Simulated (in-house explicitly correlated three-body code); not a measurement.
Computed with an exponentially correlated three-body code. Model: two electrons around a point charge, non-relativistic, variational in 260 exponentially correlated functions (energies converged to about 1e-7 hartree, or 1e-8 relative for large Z).

Command:
```bash
python run_hyl.py task.json out
```
Settings (lengths in bohr, energies in hartree):
```
Z                      3
screening              0.225
interaction_strength   1
functions              260
states_tried           13
```

Cost of the run: 50 s on 1 thread of Intel(R) Xeon(R) Platinum 8375C CPU @ 2.90GHz (Ice Lake) (shared host).

**Those bound S and P states to n = 4 that converged, binding against the one-electron ion.**

Given: nuclear charge 3; Yukawa screening of all interactions 0.225 1/bohr.

Computed: one-electron threshold -3.86124211 hartree.

```json
{"term": "1 1S", "energy (hartree)": "-6.21707142", "binding (eV)": "64.105"}
{"term": "2 3S", "energy (hartree)": "-4.12639353", "binding (eV)": "7.2151"}
{"term": "2 1S", "energy (hartree)": "-4.06778229", "binding (eV)": "5.6202"}
{"term": "2 3P", "energy (hartree)": "-4.03892959", "binding (eV)": "4.8351"}
{"term": "2 1P", "energy (hartree)": "-4.01307939", "binding (eV)": "4.1317"}
{"term": "3 3S", "energy (hartree)": "?", "binding (eV)": "?"}
{"term": "3 1S", "energy (hartree)": "-3.87015492", "binding (eV)": "0.24253"}
```

Task: What belongs in the row 3 3S?

Result: energy (hartree): -3.87650896; binding (eV): 0.41543.

**Converged states only, values per electron or pair (inverse distances are <exp(-kr)/r>).**

```csv
term,mean r (bohr),mean r squared (bohr²),mean inverse r (1/bohr),mean r12 (bohr),mean inverse r12 (1/bohr),mean cosine,mean p1 dot p2 (bohr⁻²),delta r1 (bohr⁻³),delta r12 (bohr⁻³)
1 1S,0.57617,0.45237,2.4654,0.86755,1.3549,-0.043218,0.2834,6.7976,0.52664
2 3S,1.5884,4.382,1.5633,2.7429,0.2668,-0.010826,0.013344,4.4916,-
2 1S,1.7789,5.6663,1.5413,3.1068,0.2716,-0.011828,0.017176,4.446,0.051928
2 3P,?,?,?,?,?,?,?,?,-
2 1P,1.7004,5.3024,1.5251,2.9433,0.27458,0.0075624,0.18935,4.2722,0.0072049
3 3S,4.7812,48.502,1.413,9.0782,0.040723,-0.0013781,0.0015672,4.2908,-
3 1S,5.6319,69.168,1.4069,10.776,0.034615,-0.001324,0.0018035,4.2828,0.0055631
```

Task: What belongs in the row 2 3P?

Result: mean r (bohr): 1.5673; mean r squared (bohr²): 4.4375; mean inverse r (1/bohr): 1.5395; mean r12 (bohr): 2.7131; mean inverse r12 (1/bohr): 0.29452; mean cosine: -0.044224; mean p1 dot p2 (bohr⁻²): -0.24361; delta r1 (bohr⁻³): 4.217.

**Electric-dipole lines between converged S and P states, rate of the upper state's decay.**

| s state | p state | p minus s (eV) | oscillator strength from s | rate (1/s) |
| --- | --- | --- | --- | --- |
| 1 1S | 2 1P | 59.974 | 0.3647 | 1.8973e+10 |
| 2 1S | 2 1P | ? | ? | ? |
| 3 1S | 2 1P | -3.8892 | -0.065603 | 4.3057e+07 |
| 2 3S | 2 3P | 2.38 | 0.3958 | 3.2428e+07 |
| 3 3S | 2 3P | -4.4197 | -0.092264 | 7.8203e+07 |

Task: What belongs in the row 2 1S 2 1P?

Result: p minus s (eV): 1.4885; oscillator strength from s: 0.31059; rate (1/s): 9.954e+06.

**Static dipole response.**

| state | polarisability (bohr³) |
| --- | --- |
| 1 1S | 0.19873 |
